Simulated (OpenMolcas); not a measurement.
**Ions of charge +3 along the 4f row with 4 iodide ligands in tetrahedral coordination**

* Program: OpenMolcas
* Method: CASSCF
* Spin-orbit coupling: RASSI with atomic mean-field integrals over the reference wave functions

The f shell is active. Anionic complexes are neutralised by point charges behind the ligands. Distances were set from a Shannon-type radius of the metal (high-spin where two are listed) plus a fixed donor radius (I 2.13 Å). Ligand basis ANO-RCC-VDZP, DKH2 Hamiltonian. States (labels of Td). Energies in cm-1 above the lowest state or level, χT in cm3 K/mol; under a threefold ground state the first gap can be a small split of the lowest multiplet, not the spin-orbit step. Free-ion χT is g² J(J+1) / 8 for Hund's level.

| Ion | Shell | R (Å) | Metal basis | Outer charge (e at Å behind ligand) | Ground state | First state of that spin | First gap with spin-orbit (degeneracies) | Width of lowest J | χT at 300 K | Free-ion χT |
| --- | --- | --- | --- | --- | --- | --- | --- | --- | --- | --- |
| Pm3+ | 4f4 | 2.97 | ANO-RCC-VDZP | 0.25 at 2.4 | 5T2 | 5E 5.5 | 25.5 (1, 3) | 45 | 0.992 | 0.900 |
| Eu3+ | 4f6 | 2.95 | ANO-RCC-VDZP | 0.25 at 2.6 | 7A2 | 7T1 46.5 | 369.4 (1, 3) |  | 1.307 | 0 |
| Gd3+ | 4f7 | 2.94 | ANO-RCC-VDZP | 0.25 at 2.4 | 8A2 |  |  |  | 7.851 | 7.875 |
| Yb3+ | 4f13 | 2.87 | ANO-RCC-VTZP | 0.25 at 2.8 | 2A1 | 2T2 25.5 | 9.1 (2, 2) | 11 | 2.570 | 2.571 |

The rows also differ in their metal basis and outer charges, so part of each step comes from that.

χT departs most from the free-ion value for Eu3+, by +1.307 cm3 K/mol.

High states are left out of the spin-orbit mixing, which shifts the levels that they would mix with (holds for Pm3+; Eu3+). Without dynamic correlation the ligand-field splitting of an f shell can come out too small, at times by half (holds for Pm3+; Eu3+; Yb3+). No quartet enters the spin-orbit mixing, so the splitting and order within the octet and the sextets are unsound, and g values and χT are rough (holds for Gd3+). No measured value stands beside these numbers; the geometry was imposed, not optimised, and the real ion may take another.
